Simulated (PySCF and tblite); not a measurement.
Results of a calculation; reference values are marked as such.
C8H4F2O2, numbered as in [cH:1]1[cH:2][o:3][c:4](-[c:7]2[o:8][cH:9][cH:10][c:11]2[F:12])[c:5]1[F:6].

Geometries GFN2-xTB; weights from PBE0-D3(BJ)/pcSseg-1 energies and GFN2-xTB thermal corrections, with symmetry numbers and mirror pairs. Conformers within 2.5 kcal/mol (GFN2-xTB free energy) were kept, 7 at most. Programs: PySCF with density fitting and tblite.

Torsions listed: O3–C4–C7–O8.

```tsv
conformer	shape	symmetry
1	180°	C2h
2	0°	C2v
```

Task: Which of these conformers is the most populated at 298.15 K, and with what share?

Result: Conformer 1, about 58 %. The lead over the next is within the error of the method.

Task: Give the DFT energies and free energies relative to the lowest, and all weights.

Result: 
```csv
conformer,shape,E(DFT) kcal/mol,G(298.15 K) kcal/mol,weight %
1,180°,0.00,0.00,58.3
2,0°,0.25,0.20,41.7
```

Task: How does its share change from 250 K to 350 K?

Result: From 61 % to 56 %; the mixing entropy goes from 1.33 to 1.36 cal/(mol K).


Conformer gaps in pcSseg-1 on xTB geometries can be 2 kcal/mol off for S=O, P=O and other polar bonds.